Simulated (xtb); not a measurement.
OSn, charge -1, doublet, geometry from GFN2-xTB (such geometries of metal compounds can be far from the true shape) (a state made from the parent by changing its charge; the spin is typed, not shown lowest). Base run: GFN2-xTB run with xtb 6.7.1.

Input for xtb:
```
$ xtb mol.xyz --gfn 2 --chrg -1 --uhf 1 --json

# file mol.xyz
2

Sn    -0.00000000    -0.00000000    -0.26680008
O      0.00000000     0.00000000     1.66750052
```

The base run was repeated with changes; each row names its change, and settings that it needs were set with it.

```json
[
 {"change": "base", "ΔE vs base (kcal/mol)": "0.000", "SCF cycles": "14"},
 {"change": "etemp = 3000", "ΔE vs base (kcal/mol)": "-7.46", "SCF cycles": "14"},
 {"change": "alpb = acetonitrile", "ΔE vs base (kcal/mol)": "-67.5", "SCF cycles": "13"},
 {"change": "etemp = 5000", "ΔE vs base (kcal/mol)": "-13.64", "SCF cycles": "12"},
 {"change": "acc = 0.0001", "ΔE vs base (kcal/mol)": "0.000", "SCF cycles": "18"}
]
```

ALPB and GBSA are two models with their own fitted parameters for each solvent, which aren't always the measured dielectric constant.
